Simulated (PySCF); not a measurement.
Potential energy of SnBi along the bond

Set-up: basis Sn def2-SVP with ECP28, Bi def2-SVP with ECP60; scalar-relativistic core potentials; PySCF 2.14. Energies in eV from Sn + Bi in their ground configurations at the same level. State: ²Π (doublet), unpaired electrons π ↑.

All columns are PBE0. A positive dipole means Sn(−)Bi(+).

```csv
R (Å),E (eV),μ (D),Mulliken charge on Sn (basis-dependent),HOMO (eV),LUMO (eV),Mayer bond order,⟨S²⟩
2.339,-0.900,-0.02,0.04,-5.74,-4.38,2.30,0.75
2.448,-1.587,-0.22,0.07,-5.80,-4.19,2.30,0.75
2.557,-1.952,-0.43,0.09,-5.61,-4.02,2.29,0.76
2.638,-2.073,-0.59,0.11,-5.48,-3.91,2.27,0.77
2.720,-2.101,-0.73,0.12,-5.35,-3.81,2.24,0.79
2.802,-2.062,-0.83,0.12,-5.26,-3.73,2.14,0.88
2.910,-1.951,-0.89,0.12,-5.18,-3.63,1.92,1.07
3.210,-1.511,-1.07,0.11,-5.13,-3.47,1.40,1.48
```

A fit through these points gives, at Re = 2.709 Å, μ = -0.71 D and dμ/dR = -1.59 D/Å; the reduced mass is 76.19 u.

Problem. How strong is the fundamental in the double-harmonic approximation, I = 42.26·(dμ/dR)²/μred km/mol?

Solution. I = 42.26·(-1.59)²/76.19 = 1.40 km/mol at PBE0.

⟨S²⟩ of the unrestricted solution departs from its pure value on part of the curve, where spin states mix. Spin–orbit coupling is left out, which matters for elements this heavy, above all for dissociation energies. The state is the lowest determinant that a PBE0 search found; another state may lie lower at other levels.
